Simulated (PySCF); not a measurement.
H4OSSiZn, SMILES [SiH3][O][Zn][SH].

Coordinates come from a PBE-D3(BJ)/def2-SVP optimisation. The values are those of a single conformer.

Level of theory: PySCF 2.14.0 with IEF-PCM-ωB97X/def2-SVP.

The values are the electrostatic part of the solvation free energy, E(continuum) − E(gas) at the gas-phase geometry, in a cavity of scaled van der Waals radii (PySCF's table); cavitation and dispersion terms are not included. A continuum can't describe solvent molecules that bind to the metal. In vacuum the orbital gap is 10.57 eV. The dipole moment in vacuum is 1.11 D.

Computed values in water (ε = 78.36), 2-propanol (ε = 19.26), benzene (ε = 2.27):
```json
[
 {"solvent": "water", "ε": "78.36", "ΔG(elec) (kcal/mol)": "-18.0", "dipole (D)": "1.32", "gap (eV)": "11.01"},
 {"solvent": "2-propanol", "ε": "19.26", "ΔG(elec) (kcal/mol)": "-16.7", "dipole (D)": "1.30", "gap (eV)": "10.97"},
 {"solvent": "benzene", "ε": "2.27", "ΔG(elec) (kcal/mol)": "-7.4", "dipole (D)": "1.18", "gap (eV)": "10.73"}
]
```
